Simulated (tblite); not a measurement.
Species: C₆H₁₀N (doublet state).
Numbering: `[CH2:1]=[CH:2][NH:3][C:4]1[CH2:5][CH2:6][CH2:7]1` (hydrogens: H8, H9 on C1; H10 on C2; H11 on N3; H12, H13 on C5; H14, H15 on C6; H16, H17 on C7)

Cartesian coordinates in Å at the GFN2-xTB level; atoms count from 1:
```
atom  x, y, z in Å
C1     3.2118   -0.4550    0.2716
C2     1.8993   -0.6256    0.0469
N3     1.0086    0.3970   -0.0704
C4    -0.3171    0.2768   -0.3703
C5    -1.2185   -0.8910   -0.1084
C6    -2.3735    0.1169    0.0589
C7    -1.3944    1.2921   -0.1422
H8     3.8701   -1.2960    0.3645
H9     3.6457    0.5251    0.3685
H10    1.4669   -1.6103   -0.0508
H11    1.3830    1.3357   -0.0144
H12   -0.9824   -1.4643    0.7944
H13   -1.3365   -1.5962   -0.9344
H14   -2.8447    0.0934    1.0386
H15   -3.1414    0.0435   -0.7075
H16   -1.6219    1.9389   -0.9937
H17   -1.2620    1.9309    0.7377
```

The geometry is computed with GFN2-xTB (gas phase). This method treats the open shell by occupation alone, without spin polarisation.

Masses are those of the commonest isotopes; rigid-rotor values at the optimised geometry. The values belong to one conformer with, in the numbering `[CH2:1]=[CH:2][NH:3][C:4]1[CH2:5][CH2:6][CH2:7]1`, C1–C2–N3–C4 176°, C2–N3–C4–C5 27°.

(1) Give the principal moments of inertia and the rotational constants in GHz.

(2) What kind of rotor is it?

(3) What does the inertial defect say?

(4) List the rotational levels J(Ka,Kc) to J = 3 (K).

(5) Estimate the classical rotational partition function at 50 K, 100 K and 298.15 K.

Answers

(1) Ia = 58.58, Ib = 362.50, Ic = 407.44 u·Å²; 505379 MHz·u·Å²/I gives 8627, 1394 and 1240 MHz, that is A = 8.6268, B = 1.3941, C = 1.2404 GHz.

(2) A near-prolate asymmetric top. Ray's parameter κ = (2B − A − C)/(A − C) = -0.958; −1 is the prolate and +1 the oblate limit.

(3) Not planar: Δ = Ic − Ia − Ib = -13.65 u·Å². For a rigid frame Δ = −2 Σ m c², so Σ m c² = 6.83 u·Å² lies off the ab plane: 4.85 from hydrogen and 1.98 from heavier atoms. The atom farthest from that plane is 1.21 Å away.

(4) Above 0(0,0), as E/k:
J = 1: 1(0,1) 0.126, 1(1,1) 0.474, 1(1,0) 0.481
J = 2: 2(0,2) 0.379, 2(1,2) 0.719, 2(1,1) 0.741, 2(2,1) 1.783, 2(2,0) 1.783
J = 3: 3(0,3) 0.758, 3(1,3) 1.087, 3(1,2) 1.131, 3(2,2) 2.162, 3(2,1) 2.162, 3(3,1) 3.916, 3(3,0) 3.916
Those of J = 1 are B + C, A + C and A + B.

(5) Point group C1, symmetry number σ = 1; q = (√π/σ)·√((kT/h)³/(ABC)), k/h = 20836.6 MHz/K: 15400 at 50 K, 43600 at 100 K, 225000 at 298.15 K.

For this open shell read J as N, the rotation without spin; fine and hyperfine splittings come on top. Its GFN2-xTB frequencies are all real (lowest 72 cm⁻¹). These are rigid-rotor constants of the computed structure; measured ground-state constants (B0) also hold zero-point vibration.

Hardware: an Arm Neoverse V2 with one thread (shared host). Cost: 0.43 s of wall time. This is the geometry optimisation.
